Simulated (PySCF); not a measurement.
Relaxation of quartet Ca₃N

Level of theory: PySCF, UPBE0, basis N def2-SVP, Ca def2-SVP (no relativity, density fitting). A (50,194) grid was used.

A hand-made T-shaped start, of C2v symmetry, held to at least that symmetry:

```xyz
4
charge 0 multiplicity 4, angstrom
N     0.0000    0.0000   -0.7727
Ca    0.0000    0.0000    1.6473
Ca    2.4185    0.0000   -0.6882
Ca   -2.4185    0.0000   -0.6882
```

**Question.** What forces act on the atoms at the start (eV/Å)?

**Answer.** 
```
atom     Fx    Fy     Fz
  N1   0.00  0.00   2.10
 Ca2   0.00  0.00  -0.82
 Ca3  -1.74  0.00  -0.64
 Ca4   1.74  0.00  -0.64
```

**Question.** What does it relax to?

**Answer.** It ends at D3h with Ca–Ca 3.653 Å (×3), N–Ca 2.109 Å (×3); Ca–Ca–Ca 60.0° (×3), Ca–Ca–N 30.0° (×6), Ca–N–Ca 120.0° (×3) (after a last refinement on a finer grid). A frequency run shows a minimum. Other isomers or separated fragments may lie lower.

**Question.** How much energy is released, and in how many steps?

**Answer.** 182.7 kJ/mol in 8 steps.

At this level a doublet minimum of C2v symmetry lies 30 kJ/mol below this structure.
